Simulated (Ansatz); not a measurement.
Process, species as SMILES: [BH]F (BH-F) → B atom + F atom + H atom
B3LYP-D3(BJ)/def2-TZVP geometries, fixed; electronic energies without zero-point terms.
Largest species:
```xyz
3

B     -0.6180     0.4147     0.0242
F      0.5272    -0.2094    -0.0070
H     -1.6550    -0.1892    -0.0583
```
Charge 0, spin multiplicity 2.

Effect of a fitting basis named in the input at MP2/cc-pVTZ with Ansatz (a quantum-chemistry and plane-wave program), against the last row, where the atomisation energy is 237.90 kcal/mol. Cores are frozen. Open shells are unrestricted. The default fits or decomposes integrals by the program's own choice; accuracy: high also tightens integrals, grids and stops.

```
setting                                              largest shift of a total energy (mEh)  shift of the atomisation energy (kcal/mol)
---------------------------------------------------  -------------------------------------  ------------------------------------------
fitting: def2-universal-jkfit and def2-SVP-RIFIT                                    -3.155                                       0.345
fitting: def2-universal-jkfit and cc-pVDZ-RIFIT                                     -2.088                                       0.323
fitting: def2-universal-jkfit and cc-pVTZ-RIFIT                                      0.080                                      -0.017
fitting: def2-universal-jkfit and aug-cc-pVTZ-RIFIT                                  0.084                                      -0.021
fitting: def2-universal-jkfit and cc-pVQZ-RIFIT                                      0.090                                      -0.022
fitting: def2-universal-jkfit and aug-cc-pVQZ-RIFIT                                  0.085                                      -0.022
accuracy: high                                                                      -0.001                                       0.000
accuracy: medium (default)                                                           0.000                                       0.000
```

Within 0.02 kcal/mol in the atomisation energy: fitting: def2-universal-jkfit and cc-pVTZ-RIFIT; accuracy: high. The largest shift is 3.155 mEh in a total energy and 0.345 kcal/mol in the difference.
